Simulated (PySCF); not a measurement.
Two-component Hartree-Fock for S⁵⁺ (sulfur, charge +5)

Start: [Ne] 3s1; 3s1/2 filled at m_j = +1/2. Calculated with PySCF 2.14 in an uncontracted even-tempered set (20 s from 0.2 bohr⁻², ratio 2.4; 13 p from 0.26 bohr⁻², ratio 2.4; 5 d from 1 bohr⁻², ratio 2.6; 5 f from 1.6 bohr⁻², ratio 2.6): generalised Hartree-Fock with the X2C-1e Hamiltonian and a Gaussian nucleus; one run each with spin-orbit coupling (SO) switched off, then screened by Boettger's factors.

```
spinor shell  electrons  ε, spin-free (eV)  ε, screened SO (eV)  weight of nominal j (screened SO)  rms radius, screened SO (bohr)
       1s1/2          2            -2594.8              -2594.8                              1.000                           0.112
       2s1/2          2            -325.62              -325.61                              1.000                           0.513
       2p1/2          2            -261.35              -262.32                              0.958                           0.486
       3s1/2          1            -87.617              -87.617                              1.000                            1.52
```

(1) Where does 2p3/2 lie, and what is the 2p spin-orbit splitting (screened SO)?

```csv
quantity,spin-free,screened SO
E (hartree),-391.85283,-391.85354
M_J,1/2,1/2
⟨J²⟩,0.750,0.750
⟨L²⟩,0.000,0.000
⟨S²⟩,0.750,0.750
```

Each row is a mean over spinors that exchange with the open shell spreads, by up to 1.508 eV (2s1/2).

Without spin-orbit coupling the j labels of p, d and f shells carry no meaning; the spin-free column gives the mean over the occupied spinors of each nl shell.

Results:

(1) At -260.87 eV, 1.445 eV above 2p1/2.
